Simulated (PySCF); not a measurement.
Species: C7H5F3O.
Bonds: C1–C2 (double), C2–C3, C3–C4 (double), C4–O5, O5–C6, C6–F7, C6–F8, C6–F9, C4–C10, C10–C11 (double), C3–C10. Hydrogens: H12, H13 on C1; H14 on C2; H15, H16 on C11.

The same species was optimised twice, with GFN2-xTB and with PBE0-D3(BJ)/def2-SVP (PySCF), and the same property calculations (PySCF, gas phase) were run on both structures.

```
     coordinate  GFN2-xTB  PBE0-D3(BJ)/def2-SVP  change
      O5–C6 (Å)     1.331                 1.369  +0.038
      C4–O5 (Å)     1.362                 1.335  -0.027
    C10=C11 (Å)     1.312                 1.334  +0.022
     C4–C10 (Å)     1.432                 1.412  -0.020
      C6–F9 (Å)     1.341                 1.325  -0.016
      C6–F8 (Å)     1.341                 1.325  -0.016
      C2–C3 (Å)     1.418                 1.431  +0.013
      C6–F7 (Å)     1.324                 1.312  -0.012
      C1=C2 (Å)     1.334                 1.343  +0.009
     C3–C10 (Å)     1.474                 1.465  -0.009
      C3=C4 (Å)     1.336                 1.328  -0.008
   F8–C6–F9 (°)     105.7                 108.0    +2.3
   C2–C3–C4 (°)     150.0                 152.2    +2.2
   O5–C6–F7 (°)     109.4                 107.2    -2.2
 C3–C10–C11 (°)     153.7                 151.5    -2.2
   F7–C6–F9 (°)     107.5                 109.5    +2.0
   O5–C6–F9 (°)     113.2                 111.2    -2.0
   F7–C6–F8 (°)     107.5                 109.5    +2.0
   O5–C6–F8 (°)     113.3                 111.4    -1.9
C1–C2–C3–C4 (°)      -179                  -179       0
C3–C4–O5–C6 (°)         1                     4      +3
C4–O5–C6–F7 (°)       180                  -177      +3
```

Rotational constants: A = 1826, B = 723.5, C = 568.8 MHz (GFN2-xTB) against A = 1856, B = 710.6, C = 564.0 MHz (PBE0-D3(BJ)/def2-SVP). Atoms that the bonding makes alike are paired by their places after alignment.

On the GFN2-xTB structure: HOMO (eV) -6.20 [PBE0/pcSseg-1]; LUMO (eV) -1.70 [PBE0/pcSseg-1]; dipole (D) 1.77 [PBE0/pcSseg-1]; GIAO shielding of C1 (ppm) 49.5 [PBE0/pcSseg-1]; GIAO shielding of C2 (ppm) 62.0 [PBE0/pcSseg-1]; GIAO shielding of C3 (ppm) 68.0 [PBE0/pcSseg-1]; GIAO shielding of C4 (ppm) 39.7 [PBE0/pcSseg-1]; GIAO shielding of O5 (ppm) 158.7 [PBE0/pcSseg-1]; GIAO shielding of C6 (ppm) 56.1 [PBE0/pcSseg-1]; GIAO shielding of F7/F8/F9 (mean) (ppm) 243.7 [PBE0/pcSseg-1]; GIAO shielding of C10 (ppm) 63.8 [PBE0/pcSseg-1].

What do these properties become on the PBE0-D3(BJ)/def2-SVP structure?

```csv
property,level,on GFN2-xTB,on PBE0-D3(BJ)/def2-SVP,change
HOMO (eV),PBE0/pcSseg-1,-6.20,-6.00,+0.20
LUMO (eV),PBE0/pcSseg-1,-1.70,-1.60,+0.10
dipole (D),PBE0/pcSseg-1,1.77,1.78,+0.01
"energy, GFN2-xTB geometry as zero (kcal/mol)",PBE0/pcSseg-1,0.0,-2.0,-2.0
GIAO shielding of C1 (ppm),PBE0/pcSseg-1,49.5,47.2,-2.3
GIAO shielding of C2 (ppm),PBE0/pcSseg-1,62.0,60.1,-1.9
GIAO shielding of C3 (ppm),PBE0/pcSseg-1,68.0,70.9,+2.9
GIAO shielding of C4 (ppm),PBE0/pcSseg-1,39.7,44.8,+5.1
GIAO shielding of O5 (ppm),PBE0/pcSseg-1,158.7,150.5,-8.2
GIAO shielding of C6 (ppm),PBE0/pcSseg-1,56.1,57.1,+1.0
GIAO shielding of F7/F8/F9 (mean) (ppm),PBE0/pcSseg-1,243.7,251.5,+7.8
GIAO shielding of C10 (ppm),PBE0/pcSseg-1,63.8,62.8,-1.0
```

The heavy atoms differ by 0.077 Å rms after alignment (one structure mirrored). Among bonds between heavy atoms O5–C6 changes most (+0.038 Å). Changes are differences of the printed values. Neither structure is proved a minimum here.

Shape of the structure used: `[CH2:1]=[CH:2][C:3]1=[C:4]([O:5][C:6]([F:7])([F:8])[F:9])[C:10]1=[CH2:11]`: C1–C2–C3–C4 -179°, C3–C4–O5–C6 4°, C4–O5–C6–F7 -177°.
